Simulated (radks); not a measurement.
The numbers below are computed, except where a source is named.
Cu IV, configuration [Ar] 3d7 4s1 (not the ground configuration). Code: a radial shooting solver on a logarithmic mesh with Libxc functionals. Model: scalar-relativistic Kohn-Sham, PBE, spin-polarised, spherical densities, finite nucleus; open shells are filled with parallel spins first; Fermi nuclear charge, rms radius 3.8823 fm.

Normalised radial functions P(r) = r R(r), r in bohr:

```
   r/bohr * 3p down, o 4s down (the largest magnitude, 1.27, reaches the edge; | marks zero, & curves that meet)
 0.004309                             *o
  0.00561                             *o
 0.007247                             * o
 0.009437                             * o
  0.01229                             |*o
  0.01587                             |* o
  0.02067                             | *o
  0.02691                             |  &
  0.03477                             |  o*
  0.04527                             | o   *
  0.05895                             |o       *
  0.07614                            o|          *
  0.09915                          o  |             *
   0.1281                        o    |             *
   0.1668                        o    |           *
   0.2172                         o   |     *
   0.2805                          *  o
   0.3653               *             |    o
   0.4756     *                       |       o
   0.6144  *                          |       o
      0.8     *                       | o
    1.042             *        o      |
    1.346               o    *        |
    1.752            o             *  |
    2.263              o             *|
    2.947                    o        *
    3.838                         o   *
    4.957                            o*
    6.455                             &
```

3p down: eigenvalue -124.21 eV, 1 radial node at r = 0.260 bohr, <r> = 0.729 bohr, 90 % of the charge inside 1.12 bohr. 4s down (empty): eigenvalue -35.769 eV, 3 radial nodes at r = 0.0673, 0.279, 0.853 bohr, <r> = 2.00 bohr, 90 % of the charge inside 2.91 bohr.
